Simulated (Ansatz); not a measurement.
Geometry optimisation, RKS LDA/def2-SVP in Ansatz 0.2.0.

Input file:

```yaml
crystal:
  periodic: [false, false, false]
  atoms:
    - { symbol: Si, position_ang: [-0.450585, 0.179149, -0.536587] }
    - { symbol: Cl, position_ang: [0.706953, 1.31564, 2.381775] }
    - { symbol: "N", position_ang: [0.960397, -0.662046, -0.05595] }
    - { symbol: H, position_ang: [1.534341, -1.135063, -0.748491] }
    - { symbol: H, position_ang: [1.464379, -0.361673, 0.787407] }
    - { symbol: H, position_ang: [-0.532338, 1.682017, -0.519709] }
    - { symbol: H, position_ang: [-0.67646, -0.281128, -1.962408] }
    - { symbol: "N", position_ang: [-1.738465, -0.287086, 0.616134] }
    - { symbol: H, position_ang: [-1.921175, -1.290008, 0.735383] }
    - { symbol: H, position_ang: [-2.613143, 0.251195, 0.598581] }
    - { symbol: H, position_ang: [-0.412904, 0.589003, 2.193866] }
basis:
  gaussian: { orbitals: def2-SVP }
hamiltonian:
  xc: lda
relax:
  f_tol: 0.03
  max_steps: 50
output:
  orbitals: {}
```

Command:

```bash
$ ansatz run input.yaml --threads 2 --pin off --max-ram 3072MiB --backend cpu --events-out ev --progress --plain --runs-dir out
```

Task: Where does it end, and by what steps?

Result: The run converged. After 10 steps the energy has fallen by 0.413 eV; Cl2 moved furthest, 0.57 Å.

```
step  energy less start (eV)  largest force component (eV/Å)  accepted
   0                  0.0000                           0.892       yes
   1                 -0.1669                           0.557       yes
   2                 -0.3101                           0.401       yes
   3                 -0.3700                           0.514       yes
   4                 -0.3864                           0.516       yes
   5                 -0.3773                           0.776        no
   6                 -0.4088                           0.057       yes
   7                 -0.4108                           0.120       yes
   8                 -0.4124                           0.071       yes
   9                 -0.4127                           0.033       yes
  10                 -0.4128                           0.016       yes
```

```xyz
11
Properties=species:S:1:pos:R:3
Si -0.421 0.165 -0.629
Cl 0.429 0.870 2.606
N 1.003 -0.603 -0.105
H 1.705 -0.982 -0.744
H 1.362 -0.275 0.812
H -0.494 1.661 -0.798
H -0.887 -0.495 -1.900
N -1.538 -0.094 0.750
H -1.757 -1.080 0.956
H -2.400 0.471 0.767
H -0.681 0.361 1.776
```

Whether the end is a true minimum wasn't checked by a vibrational analysis.

Run time: 14 s on 2 threads of Arm Neoverse V1, with other jobs on the host, peak memory 0.13 GiB.
